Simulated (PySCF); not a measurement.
Coordinates in bohr (charge 0 multiplicity 5):
```
Co    0.0000    0.0000    0.0000
F     0.0015    0.0000    3.2571
F     2.8199    0.0000   -1.6299
F    -2.8215    0.0000   -1.6272
```

These are results of PySCF, UPBE0, basis Co def2-SVP, F def2-SVP (no relativity, density fitting), not measurements.

This geometry of CoF3 is a stationary point at this level.

Question: What is the point group?

Answer: D3h.

Question: Is it a minimum?

Answer: Yes: all harmonic wavenumbers are real.

Question: Give the atomic charges and bond orders.

Answer: 
| atom | Mulliken | Löwdin | polar tensor | spin (Mulliken) | Mayer order to Co1 |
| --- | --- | --- | --- | --- | --- |
| Co1 | 1.22 | 0.85 | 1.68 | 3.07 | – |
| F2,3,4 | -0.41 | -0.28 | -0.56 | 0.31 | 0.96 |

Question: Give the ideal-gas entropy at 298.15 K and 1 bar by parts.

Answer: translation 168.1, rotation 91.9, vibration 37.7, spin 13.4; total 311.0 J/(mol K).

This need not be the most stable arrangement of these atoms. With open d or f shells other occupations or spin states may lie lower.
